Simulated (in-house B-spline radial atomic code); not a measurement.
Values are calculated unless marked as measured or tabulated.
## Ghost states of the separable form: Ti

Ti, [Ar] 3d2 4s2, non-relativistic PBE, spherical and spin-unpolarised, from a B-spline radial code for spherical atoms (atomic units; all potentials screened as in the neutral atom).

Troullier-Martins channels: 4s (ε = -0.1626, r_c = 3.111 bohr), 3d (ε = -0.1623, r_c = 3.111 bohr). In the Kleinman-Bylander form one channel serves as the local potential, and each other channel l becomes |δV u><u δV|/<u|δV|u>, with δV = V_l − V_local and u the pseudo-orbital. Its strength is E_KB = <u|δV²|u>/<u|δV|u>. By the analysis of Gonze, Stumpf and Scheffler a spurious state lies below the reference level ε if E_KB > 0 and ε is above the second level of the local potential alone, or if E_KB < 0 and ε is above its first. The table's levels are those of angular momentum l in a sphere of 9 bohr, whose wall can lift a shallow ε a little above its free-atom value.

| local | channel | <u δV u> | <u δV² u> | ε | first local level | second local level |
| --- | --- | --- | --- | --- | --- | --- |
| d | s | 0.1253 | 0.60711 | -0.1612 | -3.5462 | -0.3439 |
| s | d | -2.3558 | 10.026 | -0.1622 | 0.0775 | 0.3261 |

(1) Apply the rule to each row.

Diagonalising the separable Hamiltonian gives:

```tsv
local	channel	three lowest levels	all-electron, two lowest valence levels
d	s	-1.0994, -0.1612, 0.1123	-0.1612, 0.1110
s	d	-0.1622, 0.1075, 0.3971	-0.1622, 0.1037
```

(2) Which choices of local channel are safe?

Answers

(1) Local d, channel s: E_KB = +4.85, so ε = -0.1612 is set against -0.3439: a ghost. Local s, channel d: E_KB = -4.26, so ε = -0.1622 is set against 0.0775: no ghost.

(2) Free of ghosts: s. With d local the s channel has a ghost 0.94 hartree below ε, since the local potential binds more than one state below ε, and a repulsive term of rank one raises each level at most to the next, so it clears only one of them. Among the safe choices the second level, which tests transfer, is off by at most 3.9 millihartree (s local).
